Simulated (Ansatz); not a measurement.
Ansatz results at the PBE0-D4/def2-TZVP geometry: HOMO energy (PBE/def2-TZVPP) -6.39 eV; size of the dipole moment (ωB97M-V/def2-TZVPP) 1.93 D; HOMO–LUMO gap (PBE0/def2-TZVPP) 6.97 eV.

Each molecule was computed in one conformer, which needn't be the lowest.

Problem. Which molecule gave them?
A. `C[N](C)[Ge]([F])([F])[F]`
B. `[OH][Ge]([OH])([SiH3])[GeH3]`
C. `C[CH2][GeH2][CH3]`
D. `C[O][Ge]([F])([F])[O]C`

Solution. B. The others give `C[CH2][GeH2][CH3]`: -6.78, 0.72, 9.00; `C[O][Ge]([F])([F])[O]C`: -7.15, 3.09, 8.31; `C[N](C)[Ge]([F])([F])[F]`: -6.02, 3.56, 7.00.
